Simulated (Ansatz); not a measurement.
The same path of C3H11NSi2 (17 atoms, charge 0, multiplicity 1) was run twice with different band settings. The coordinate that changes most is the dihedral H8–N1–C2–C3.

Theory: RKS PBE0/6-31G* (Ansatz).

Relaxed end points:

```xyz
17
Properties=species:S:1:pos:R:3
N -0.683 -2.149 0.080
C 0.300 -1.306 0.738
C 1.190 -0.360 -0.145
C 0.523 1.042 0.078
Si -0.582 1.622 -1.319
Si -0.390 0.273 1.558
H -1.348 -1.594 -0.453
H -0.224 -2.765 -0.588
H 0.912 -1.945 1.384
H 1.231 -0.687 -1.195
H 2.222 -0.347 0.226
H 1.235 1.839 0.314
H -1.254 2.909 -0.976
H -1.646 0.611 -1.597
H 0.186 1.812 -2.586
H -1.874 0.433 1.627
H 0.182 0.612 2.895
```

```xyz
17
Properties=species:S:1:pos:R:3
N -0.357 -1.515 -0.722
C 0.561 -1.260 0.383
C 1.347 0.030 0.036
C 0.263 1.110 0.347
Si -0.952 1.412 -1.071
Si -0.372 -0.144 1.616
H 0.141 -1.851 -1.544
H -1.054 -2.213 -0.481
H 1.187 -2.110 0.689
H 1.739 0.044 -0.992
H 2.202 0.138 0.717
H 0.659 2.064 0.705
H -1.217 2.888 -1.130
H -2.286 0.773 -0.908
H -0.367 1.035 -2.391
H -1.831 -0.362 1.848
H 0.318 -0.039 2.937
```

Common settings: movable images 5; climbing image yes; optimiser quadratic models (default); start path IDPP; force threshold 0.05 eV/Å; iteration limit 60; end points relaxed.

| run | spring |
| --- | --- |
| 1 | 5.0 eV/Å² |
| 2 | 0.1 eV/Å² |

Task: What does each run give, and how far can it be trusted?

Result: Run 1: converged after 10 iterations, highest image 0.174 eV above the first end. A vibrational analysis at the climbing image gives one clearly imaginary mode, 344i cm⁻¹: a first-order saddle point.
Run 2: converged after 9 iterations, highest image 0.174 eV above the first end. Another band between the same ends (5 images) ends at a top of the same energy, where a vibrational analysis finds 1 clearly imaginary mode.
